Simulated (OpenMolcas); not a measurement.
Tc2+: moving or changing the point charges

Tc2+ among 6 point charges of -1.7 e arranged as an octahedron (Oh), 1.99 Å from the ion.
```
   1.9900    0.0000    0.0000  -1.70
   0.0000    1.9900    0.0000  -1.70
  -1.9900    0.0000    0.0000  -1.70
   0.0000   -1.9900    0.0000  -1.70
   0.0000    0.0000    1.9900  -1.70
   0.0000    0.0000   -1.9900  -1.70
```

- Program: OpenMolcas
- Method: CASSCF
- Basis: ANO-RCC-VDZP [6s5p3d1f]
- Scalar Hamiltonian: DKH2, point nucleus
- Active space: 5 electrons in 5 orbitals (4d)
- State averaging: 2S+1 = 6 even, 1 root; 2S+1 = 4 even, 24 roots; 2S+1 = 2 even, 75 roots
- Spin-orbit coupling: state interaction with AMFI integrals over the reference wave functions

Runs around this geometry, states (labels of O, the rotations of Oh). Energies in cm-1 above the lowest state or level, χT in cm3 K/mol; 10Dq and B are least-squares fits to the states below 45000 cm-1, weighted by degeneracy, with a free offset, and given where the rms deviation is under 5 % of |10Dq| (or 100 cm-1) and under 700 cm-1.

```json
{"R (Å)": "1.99", "q (e)": "-0.85", "Ground state": "6A1", "10Dq": "6780", "B (rms of fit)": "800 (177)", "First gap with spin-orbit (degeneracies)": "0.1 (2, 4)", "χT at 300 K": "4.376", "First state of another spin": "4T1 19228"}
{"R (Å)": "1.99", "q (e)": "-1.7", "Ground state": "6A1", "10Dq": "13074", "B (rms of fit)": "829 (563)", "First gap with spin-orbit (degeneracies)": "0.9 (2, 4)", "χT at 300 K": "4.365", "First state of another spin": "4T1 12277"}
{"R (Å)": "2.12", "q (e)": "-1.7", "Ground state": "6A1", "10Dq": "10005", "B (rms of fit)": "809 (358)", "First gap with spin-orbit (degeneracies)": "0.3 (2, 4)", "χT at 300 K": "4.373", "First state of another spin": "4T1 15728"}
```

Taking |10Dq| as R^-n, n = -ln(10005 / 13074) / ln(2.12 / 1.99) = 4.2 between the shortest and longest distance. The point-charge formula for a cubic d site gives n = 5.

Scaling the charges by -0.85 / -1.7 = 0.50 scales |10Dq| by 6780 / 13074 = 0.52; with fixed orbitals a first-order splitting would follow the charge.

Without dynamic correlation the repulsion within the d shell is too large (B by tens of per cent), so at a given field states of lower spin stand too high. Point charges give a weaker field than real ligands, and real ions of this kind are as a rule low spin; the high spin found here belongs to the model. This is an electrostatic model: the charges have no orbitals. No measured value stands beside these numbers.
